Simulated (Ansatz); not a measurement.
Geometry optimisation, RKS PBE0-D4/cc-pVDZ (Ansatz).

Input:

```yaml
crystal:
  periodic: [false, false, false]
  atoms:
    - { symbol: B, position_ang: [-0.23692, 0.431858, -0.306011] }
    - { symbol: F, position_ang: [-0.010027, -0.134391, 2.144471] }
    - { symbol: H, position_ang: [0.809717, -0.132283, -0.487144] }
    - { symbol: O, position_ang: [-1.460957, -0.102766, -0.562719] }
    - { symbol: H, position_ang: [-1.407834, -1.026279, -0.820516] }
    - { symbol: O, position_ang: [-0.184516, 1.759072, 0.104017] }
    - { symbol: H, position_ang: [-1.078953, 2.126908, 0.121094] }
    - { symbol: H, position_ang: [0.146289, 0.772282, 2.047107] }
basis:
  gaussian: { orbitals: cc-pVDZ }
hamiltonian:
  xc: pbe0
  dispersion: d4
relax:
  f_tol: 0.03
  max_steps: 50
```

Run as:

```bash
$ ansatz run input.yaml --threads 1 --pin off --max-ram 2048MiB --backend cpu --events-out ev --progress --plain --runs-dir out
```

Where does it end, and by what steps?

The run converged. The force dipped under the threshold on the way, but the program's further checks kept it going. After 33 steps the energy has fallen by 0.124 eV; F2 moved furthest, 1.49 Å.

```
step  energy less start (eV)  largest force component (eV/Å)  accepted
   0                  0.0000                           0.664       yes
   2                 -0.0705                           0.944       yes
   4                 -0.0974                           0.282       yes
   6                 -0.1053                           0.151       yes
   8                 -0.1087                           0.079        no
  10                 -0.1102                           0.098       yes
  12                 -0.1118                           0.070       yes
  14                 -0.1136                           0.133       yes
  16                 -0.1153                           0.086       yes
  18                 -0.1169                           0.033       yes
  20                 -0.1190                           0.087       yes
  22                 -0.1208                           0.056       yes
  24                 -0.1222                           0.069       yes
  26                 -0.1227                           0.127       yes
  28                 -0.1236                           0.031       yes
  30                 -0.1238                           0.039       yes
  32                 -0.1240                           0.039       yes
  33                 -0.1241                           0.023       yes
```

```xyz
8
Properties=species:S:1:pos:R:3
B -0.533 0.109 -0.257
F 0.966 0.836 2.709
H 0.275 -0.753 -0.033
O -1.371 0.130 -1.325
H -1.254 -0.635 -1.899
O -0.605 1.148 0.634
H -1.277 1.800 0.394
H 0.375 1.059 2.017
```

Time of the run: 100 s on 1 thread of Intel(R) Xeon(R) Platinum 8175M CPU @ 2.50GHz (Skylake/Cascade Lake), on a shared host, peak memory 0.15 GiB.
